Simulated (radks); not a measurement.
The numbers below are computed, except where a source is named.
Question: Ionisation of neutral vanadium, [Ar] 3d3 4s2, to [Ar] 3d4 as the strength of local exchange is varied. Level of theory: non-relativistic Kohn-Sham, Slater X-alpha exchange (alpha = 2/3 is LDA exchange), no correlation, spin-polarised, spherical densities, point nucleus; open shells are filled with parallel spins first (a radial shooting solver on a logarithmic mesh with Libxc functionals).

| alpha | E(V) (hartree) | exchange (hartree) | IE (eV) | -e of the level emptied (eV) | <r> of it (bohr) |
|---|---|---|---|---|---|
| 0.587 | -934.98162 | -35.95238 | 5.366 | 3.007 (4s) | 3.724 |
| 0.602 | -935.90077 | -36.90624 | 5.307 | 3.069 (4s) | 3.712 |
| 0.667 | -939.89387 | -41.05940 | 5.027 | 3.349 (4s) | 3.657 |
| 0.671 | -940.14013 | -41.31603 | 5.009 | 3.367 (4s) | 3.654 |
| 0.807 | -948.54987 | -50.11315 | 4.296 | 4.001 (4s) | 3.538 |
| 1.003 | -960.79457 | -63.03505 | 2.974 | 5.016 (4s) | 3.376 |
| 1.021 | -961.92642 | -64.23608 | 2.835 | 5.115 (4s) | 3.362 |
| ? | -936.14603 | -37.16090 | 5.291 | 3.086 (4s) | 3.709 |

Which alpha was used in the last row?

Answer: alpha = 0.606. NIST Atomic Spectra Database: 6.746 eV (measured). The central value is not met in this range of alpha. Open shells are spherical and high-spin; term and fine-structure splittings are not resolved.
